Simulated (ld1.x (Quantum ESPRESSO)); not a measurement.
**As: variants of one TM semilocal potential**

Base potential:

- Element: As
- Generator: ld1.x (Quantum ESPRESSO) 7.5
- Type: norm-conserving Troullier–Martins (semilocal form)
- Functional: PBE
- Relativity: scalar-relativistic
- Frozen core: [Ne]
- Valence charge: 23
- Reference configuration: 3s2 3p6 3d10 4s2 4p3
- Partial waves: 3s (bound): rc 0.85 bohr; 3d (bound): rc 0.80 bohr; 3p (bound): rc 0.90 bohr
- Local potential: the p channel
- Core correction: none

Occupied shells without a wave of their own: 4p, 4s. They enter only through the test configuration that unscreens the potential.

Cutoffs, loose and tight: the cutoffs (Ry, on a coarse ladder) from which the occupation-weighted sum of valence levels, in a spherical-Bessel basis at the reference potential, stays within 10 and 1 mRy of its value at 400 Ry. They do not see the model core or the augmentation charge, which bear on the density cutoff. Test errors are all-electron minus pseudo excitation energies from the reference, over the configurations 3s2 3p6 3d10 4s2 4p2; 3s2 3p6 3d10 4s2 4p1; 3s2 3p6 3d10 4s2 4p0; 3s2 3p6 3d10 4s0 4p5; 3s2 3p5 3d10 4s2 4p3; 3s2 3p6 3d9 4s2 4p4; 3s2 3p6 3d10 4s1 4p4. A dash means not determined; rows that change the core or the reference have their own tests.

Cutoffs are not given where the Bessel-basis levels miss the radial ones by over 6 mRy, ghosts where they miss by over 20 mRy; a channel whose overlap is not positive is not tested.

A semilocal file is local in each channel, so a ghost entry of none says nothing of the separable form that plane-wave codes build from it.

```tsv
change	outcome	cutoff, loose	cutoff, tight	bound ghosts	largest test error (meV)
base	generated, misses its reference levels by 1.20 eV	over 300 Ry	over 300 Ry	none	-2409
wave 3s (bound): rc 0.85 bohr becomes 3s (bound): rc 0.60 bohr	generated	over 300 Ry	over 300 Ry	none	-580
wave 3s (bound): rc 0.85 bohr becomes 3s (bound): rc 0.82 bohr	generated, misses its reference levels by 1.04 eV	over 300 Ry	over 300 Ry	none	-2039
wave 3s (bound): rc 0.85 bohr becomes 3s (bound): rc 1.06 bohr	generated, misses its reference levels by 3.73 eV	over 300 Ry	over 300 Ry	none	-7971
wave 3s (bound): rc 0.85 bohr becomes 3s (bound): rc 1.14 bohr	generated, misses its reference levels by 4.88 eV	over 300 Ry	over 300 Ry	none	-10487
```

What comes out with this change to the base: wave 3s (bound): rc 0.85 bohr becomes 3s (bound): rc 1.28 bohr?

outcome: generated, misses its reference levels by 6.65 eV; bound ghosts: none; largest test error (meV): -14204.

What comes out with this change to the base: wave 3s (bound): rc 0.85 bohr becomes 3s (bound): rc 0.94 bohr?

outcome: generated, misses its reference levels by 2.11 eV; cutoff, loose: over 300 Ry; cutoff, tight: over 300 Ry; bound ghosts: none; largest test error (meV): -4392.

What comes out with this change to the base: wave 3s (bound): rc 0.85 bohr becomes 3s (bound): rc 0.68 bohr?

outcome: generated, misses its reference levels by 0.28 eV; cutoff, loose: over 300 Ry; cutoff, tight: over 300 Ry; bound ghosts: none; largest test error (meV): -586.

Reading the sweep of the s radius (base included, trends over the rows without a ghost): The median size of the test errors (rows with all tests solved) rises from 122.8 meV at 0.6 to 747.6 meV at 1.28 bohr. More of the atom is replaced by a form fitted at one configuration, so other configurations suffer as the radius grows.
